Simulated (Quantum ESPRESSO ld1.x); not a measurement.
Q: Species: Al12+. Configuration: 1s1 (the NIST ground configuration). All-electron calculation, Dirac Kohn-Sham, PBE, spin-unpolarised, spherical densities, point nucleus. Program: ld1.x of Quantum ESPRESSO 7.5. Some entries of the table are withheld. Estimate them.

| orbital | occ. | eigenvalue (hartree) | <r^2> (bohr^2) |
|---|---|---|---|
| 1s1/2 | 1 | (1) | 0.01794 |
| 2s1/2 | 0 | -19.1948 | (2) |
| 2p1/2 | 0 | (3) | (4) |
| 2p3/2 | 0 | (5) | (6) |

A: 
(1) 1s1/2 eigenvalue (hartree): -80.7728
(2) 2s1/2 <r^2> (bohr^2): 0.2602
(3) 2p1/2 eigenvalue (hartree): -18.9362
(4) 2p1/2 <r^2> (bohr^2): 0.1896
(5) 2p3/2 eigenvalue (hartree): -18.8933
(6) 2p3/2 <r^2> (bohr^2): 0.1907
